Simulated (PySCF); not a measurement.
B(Br)(Et)(OH) (C2H6BBrO), SMILES CCB(O)Br.

The structure is a stationary point at B3LYP-D3(BJ)/def2-SVP. The values are those of a single conformer.

The numbers are results of TDA-LC-ωPBE/def2-SVPD run with PySCF, not measurements.

Vertical excitations. Gas-phase values at a fixed geometry.

```json
[
 {"state": "S1", "energy (eV)": "7.11", "λ (nm)": "174", "f": "0.000", "main pairs": "HOMO→LUMO+1 78 %"},
 {"state": "S2", "energy (eV)": "7.55", "λ (nm)": "164", "f": "0.001", "main pairs": "HOMO−2→LUMO+1 73 %"},
 {"state": "S3", "energy (eV)": "7.79", "λ (nm)": "159", "f": "0.091", "main pairs": "HOMO−1→LUMO+1 69 %"},
 {"state": "S4", "energy (eV)": "8.06", "λ (nm)": "154", "f": "0.085", "main pairs": "HOMO→LUMO 62 %, HOMO→LUMO+2 16 %"},
 {"state": "S5", "energy (eV)": "8.25", "λ (nm)": "150", "f": "0.061", "main pairs": "HOMO−1→LUMO 67 %, HOMO−1→LUMO+2 12 %"},
 {"state": "S6", "energy (eV)": "8.42", "λ (nm)": "147", "f": "0.034", "main pairs": "HOMO→LUMO+2 36 %, HOMO→LUMO 12 %, HOMO→LUMO+10 12 %, HOMO→LUMO+5 10 %"},
 {"state": "S7", "energy (eV)": "8.52", "λ (nm)": "146", "f": "0.003", "main pairs": "HOMO−1→LUMO+2 42 %, HOMO−1→LUMO+10 16 %, HOMO−1→LUMO+5 12 %, HOMO−1→LUMO 11 %"},
 {"state": "S8", "energy (eV)": "8.91", "λ (nm)": "139", "f": "0.077", "main pairs": "HOMO−2→LUMO 72 %"},
 {"state": "S9", "energy (eV)": "9.13", "λ (nm)": "136", "f": "0.024", "main pairs": "HOMO−3→LUMO+1 74 %"},
 {"state": "S10", "energy (eV)": "9.45", "λ (nm)": "131", "f": "0.042", "main pairs": "HOMO→LUMO+3 37 %, HOMO→LUMO+4 16 %, HOMO→LUMO+5 9 %, HOMO→LUMO+1 6 %"},
 {"state": "T1", "energy (eV)": "6.69", "λ (nm)": "185", "f": "0", "main pairs": "HOMO→LUMO+1 42 %, HOMO−2→LUMO+1 37 %"},
 {"state": "T2", "energy (eV)": "6.95", "λ (nm)": "178", "f": "0", "main pairs": "HOMO−1→LUMO+1 78 %"},
 {"state": "T3", "energy (eV)": "7.15", "λ (nm)": "173", "f": "0", "main pairs": "HOMO−2→LUMO+1 40 %, HOMO→LUMO+1 38 %"},
 {"state": "T4", "energy (eV)": "7.63", "λ (nm)": "162", "f": "0", "main pairs": "HOMO→LUMO+2 36 %, HOMO→LUMO+10 31 %, HOMO→LUMO 18 %"}
]
```
Triplets are in the Tamm–Dancoff approximation.
